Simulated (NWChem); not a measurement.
Program: NWChem. System: H₄Ge, charge 0, spin multiplicity 1, at a geometry optimised with PBE/def2-SVP. The structure started from a generated list of species. Level: RHF/def2-TZVP.

Job file:

```
start mol
memory heap 200 mb stack 900 mb global 1100 mb
geometry units angstroms nocenter noautoz
  Ge     0.000000     0.000000     0.000000
  H      0.000000    -1.264158    -0.893926
  H      0.000000     1.264158    -0.893926
  H      1.264159     0.000000     0.893925
  H     -1.264159     0.000000     0.893925
  symmetry group C2v
end
basis spherical
  * library def2-tzvp
end
scf
  rhf
  nopen 0
  maxiter 100
  thresh 1e-7
  semidirect memsize 60000000 filesize 0
end
task scf energy
```

Part of the output:

```
             Northwest Computational Chemistry Package (NWChem) 7.3.0
             --------------------------------------------------------

                                NWChem Input Module
                                -------------------

 Scaling coordinates for geometry "geometry" by  1.889725989
 (inverse scale =  0.529177249)

 Turning off AUTOSYM since
 SYMMETRY directive was detected!

                             Geometry "geometry" -> ""
                             -------------------------

 Output coordinates in angstroms (scale by  1.889725989 to convert to a.u.)

  No.       Tag          Charge          X              Y              Z
 ---- ---------------- ---------- -------------- -------------- --------------
    1 Ge                  32.0000     0.00000000     0.00000000     0.00000000
    2 H                    1.0000     0.00000000    -1.26415800    -0.89392600
    3 H                    1.0000     0.00000000     1.26415800    -0.89392600
    4 H                    1.0000     1.26415900     0.00000000     0.89392500
    5 H                    1.0000    -1.26415900     0.00000000     0.89392500

 Effective nuclear repulsion energy (a.u.)      45.0038715510

            Nuclear Dipole moment (a.u.)
            ----------------------------
        X                 Y               Z
 ---------------- ---------------- ----------------
     0.0000000000     0.0000000000    -0.0000037795

      Symmetry information
      --------------------

 Group name             C2v
 Group number             16
 Group order               4
 No. of unique centers     3

      Symmetry unique atoms

     1    2    4


 Summary of "ao basis" -> "" (spherical)
 ------------------------------------------------------------------------------
       Tag                 Description            Shells   Functions and Types
 ---------------- ------------------------------  ------  ---------------------
 *                         def2-tzvp                  on all atoms

 Summary of "ao basis" -> "ao basis" (spherical)
 ------------------------------------------------------------------------------
       Tag                 Description            Shells   Functions and Types
 ---------------- ------------------------------  ------  ---------------------
 Ge                        def2-tzvp                16       48   6s5p4d1f
 H                         def2-tzvp                 4        6   3s1p

                                 NWChem SCF Module
                                 -----------------

  ao basis        = "ao basis"
  functions       =    72
  atoms           =     5
  closed shells   =    18
  open shells     =     0
  charge          =   0.00
  wavefunction    = RHF
  use symmetry    = T
  symmetry adapt  = T

 Summary of "ao basis" -> "ao basis" (spherical)
 ------------------------------------------------------------------------------
       Tag                 Description            Shells   Functions and Types
 ---------------- ------------------------------  ------  ---------------------
 Ge                        def2-tzvp                16       48   6s5p4d1f
 H                         def2-tzvp                 4        6   3s1p

      Symmetry analysis of basis
      --------------------------

        a1         31
        a2          7
        b1         17
        b2         17

 Forming initial guess at       0.1s

      Superposition of Atomic Density Guess
      -------------------------------------

 Sum of atomic energies:       -2077.30529915
[...]
 Final Fock-matrix accuracy:          1.000E-09
 ----------------------------------------------

              iter       energy          gnorm     gmax       time
             ----- ------------------- --------- --------- --------
                 1    -2077.6636395767  3.45D-01  1.31D-01      1.5
                 2    -2077.6765657907  1.51D-01  3.72D-02      1.6
                 3    -2077.6779346239  5.07D-03  1.96D-03      1.6
                 4    -2077.6779371104  5.19D-06  2.23D-06      1.7
                 5    -2077.6779371104  4.79D-09  1.31D-09      1.8

       Final RHF  results
       ------------------

         Total SCF energy =  -2077.677937110362
      One-electron energy =  -2987.375699169424
      Two-electron energy =    864.693890508041
 Nuclear repulsion energy =     45.003871551020

        Time for solution =      0.3s

       Symmetry analysis of molecular orbitals - final
       -----------------------------------------------

  Numbering of irreducible representations:

     1 a1          2 a2          3 b1          4 b2

  Orbital symmetries:

     1 a1          2 a1          3 b2          4 b1          5 a1
     6 a1          7 b2          8 b1          9 a1         10 a1
    11 b2         12 b1         13 a2         14 a1         15 a1
    16 a1         17 b1         18 b2         19 a1         20 b2
    21 b1         22 a1         23 a1         24 a2         25 a1
    26 b1         27 b2         28 a1

             Final eigenvalues
             -----------------

              1
    1 -405.2289
    2  -52.1376
    3  -46.2251
    4  -46.2251
    5  -46.2251
    6   -7.1816
    7   -5.1572
    8   -5.1572
    9   -5.1572
   10   -1.6314
   11   -1.6314
   12   -1.6314
   13   -1.6278
   14   -1.6278
   15   -0.7348
   16   -0.4715
   17   -0.4715
   18   -0.4715
   19    0.1474
   20    0.1620
   21    0.1620
   22    0.1620
   23    0.2931
   24    0.2931
   25    0.3040
   26    0.3040
   27    0.3040
   28    0.4224

                       ROHF Final Molecular Orbital Analysis
                       -------------------------------------

 Vector   16  Occ=2.000000D+00  E=-4.714817D-01  Symmetry=a1
              MO Center= -1.4D-11,  3.0D-11, -1.8D-07, r^2= 2.7D+00
   Bfn.  Coefficient  Atom+Function         Bfn.  Coefficient  Atom+Function
  ----- ------------  ---------------      ----- ------------  ---------------
    18      0.330815  1 Ge pz                21      0.200072  1 Ge pz
    50     -0.169684  2 H  s                 56     -0.169684  3 H  s
    62      0.169684  4 H  s                 68      0.169684  5 H  s

 Vector   17  Occ=2.000000D+00  E=-4.714758D-01  Symmetry=b1
              MO Center=  1.4D-11,  2.8D-16,  6.2D-01, r^2= 2.3D+00
   Bfn.  Coefficient  Atom+Function         Bfn.  Coefficient  Atom+Function
  ----- ------------  ---------------      ----- ------------  ---------------
    16      0.330813  1 Ge px                62      0.239970  4 H  s
    68     -0.239970  5 H  s                 19      0.200073  1 Ge px

 Vector   18  Occ=2.000000D+00  E=-4.714757D-01  Symmetry=b2
              MO Center= -7.3D-17, -3.8D-11, -6.2D-01, r^2= 2.3D+00
   Bfn.  Coefficient  Atom+Function         Bfn.  Coefficient  Atom+Function
  ----- ------------  ---------------      ----- ------------  ---------------
    17      0.330813  1 Ge py                50     -0.239970  2 H  s
    56      0.239970  3 H  s                 20      0.200073  1 Ge py

 Vector   19  Occ=0.000000D+00  E= 1.473782D-01  Symmetry=a1
              MO Center=  2.0D-15, -3.5D-15,  2.7D-06, r^2= 6.4D+00
   Bfn.  Coefficient  Atom+Function         Bfn.  Coefficient  Atom+Function
  ----- ------------  ---------------      ----- ------------  ---------------
     6      2.522836  1 Ge s                 51     -1.064029  2 H  s
    57     -1.064029  3 H  s                 63     -1.064037  4 H  s
    69     -1.064037  5 H  s                  5      0.242536  1 Ge s
     4     -0.191574  1 Ge s

 Vector   20  Occ=0.000000D+00  E= 1.620084D-01  Symmetry=b2
              MO Center=  1.7D-17, -9.4D-12,  8.7D-02, r^2= 4.9D+00
   Bfn.  Coefficient  Atom+Function         Bfn.  Coefficient  Atom+Function
  ----- ------------  ---------------      ----- ------------  ---------------
    20      1.793713  1 Ge py                51      1.355140  2 H  s
    57     -1.355140  3 H  s

 Vector   21  Occ=0.000000D+00  E= 1.620085D-01  Symmetry=b1
              MO Center=  2.3D-12, -2.1D-18, -8.7D-02, r^2= 4.9D+00
   Bfn.  Coefficient  Atom+Function         Bfn.  Coefficient  Atom+Function
  ----- ------------  ---------------      ----- ------------  ---------------
    19      1.793714  1 Ge px                63     -1.355141  4 H  s
    69      1.355141  5 H  s

 center of mass
 --------------
 x =   0.00000000 y =   0.00000000 z =  -0.00000005

 moments of inertia (a.u.)
 ------------------
          23.007025382596           0.000000000000           0.000000000000
           0.000000000000          23.007043581461           0.000000000000
           0.000000000000           0.000000000000          23.006250719037

  Mulliken analysis of the total density
  --------------------------------------

    Atom       Charge   Shell Charges
 -----------   ------   -------------------------------------------------------
    1 Ge  32    31.90   2.00  2.00  1.16  0.80  0.76  0.56  5.98  4.44  1.56  1.45  0.96  8.91  1.10  0.06  0.14  0.02
    2 H    1     1.02   0.23  0.57  0.22  0.01
    3 H    1     1.02   0.23  0.57  0.22  0.01
    4 H    1     1.02   0.23  0.57  0.22  0.01
    5 H    1     1.02   0.23  0.57  0.22  0.01

       Multipole analysis of the density wrt the origin
       ------------------------------------------------

     L   x y z        total         open         nuclear
     -   - - -        -----         ----         -------
     0   0 0 0     -0.000000      0.000000     36.000000

     1   1 0 0     -0.000000      0.000000      0.000000
     1   0 1 0      0.000000      0.000000      0.000000
     1   0 0 1      0.000001      0.000000     -0.000004

     2   2 0 0    -15.875441      0.000000     11.413821
     2   1 1 0     -0.000000      0.000000      0.000000
     2   1 0 1      0.000000      0.000000      0.000000
     2   0 2 0    -15.875442      0.000000     11.413803
     2   0 1 1      0.000000      0.000000      0.000000
     2   0 0 2    -15.875457      0.000000     11.414590

 Task  times  cpu:        1.8s     wall:        1.8s

 Total times  cpu:        1.8s     wall:        1.8s
```
